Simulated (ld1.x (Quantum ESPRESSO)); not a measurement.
## u(r) = r·R(r): atom against pseudo-atom (Pr)

Columns: radius, all-electron u(r) and pseudo u(r) of the 5p shell (level -21.48 eV) of praseodymium in the configuration [Kr] 4d10 4f3 5s2 5p6 5d0 6s2 6p0; PBEsol, scalar-relativistic, RRKJ scheme, ld1.x (Quantum ESPRESSO) 7.5.

```csv
r (bohr),all-electron,pseudo
0.132,-0.1442,-0.0154
0.264,-0.1670,-0.0605
0.396,0.2881,-0.1316
0.528,0.4453,-0.2232
0.660,0.2879,-0.3282
0.792,-0.0047,-0.4387
0.924,-0.3021,-0.5465
1.056,-0.5441,-0.6441
1.188,-0.7146,-0.7249
1.320,-0.8174,-0.7842
1.452,-0.8646,-0.8195
1.584,-0.8693,-0.8300
1.716,-0.8438,-0.8172
1.848,-0.7986,-0.7845
1.980,-0.7415,-0.7364
2.112,-0.6784,-0.6780
2.244,-0.6135,-0.6145
2.376,-0.5497,-0.5504
2.508,-0.4889,-0.4890
2.640,-0.4322,-0.4322
2.772,-0.3803,-0.3803
2.904,-0.3333,-0.3333
3.036,-0.2911,-0.2911
3.168,-0.2537,-0.2537
3.300,-0.2206,-0.2206
3.432,-0.1915,-0.1915
```

Problem. How many radial nodes do the two functions have?

Solution. The all-electron 5p function has n − l − 1 = 3 (the table is too coarse to show those close to the nucleus); the pseudo-wave has 0, since the states of the same l below it are removed with the core.

Problem. At about which radius was the pseudo-wave matched?

Solution. 2.64 bohr, where the columns begin to agree (steps of 0.13 bohr).

Problem. Where does each function peak?

Solution. Outermost all-electron maximum near 1.58 bohr, pseudo maximum near 1.58 bohr (to the table’s step).

Problem. Is the pseudo-wave norm-conserving?

Solution. Yes: the RRKJ scheme keeps the norm inside the radius equal to the all-electron one, which fixes the energy derivative of the logarithmic derivative at the level.
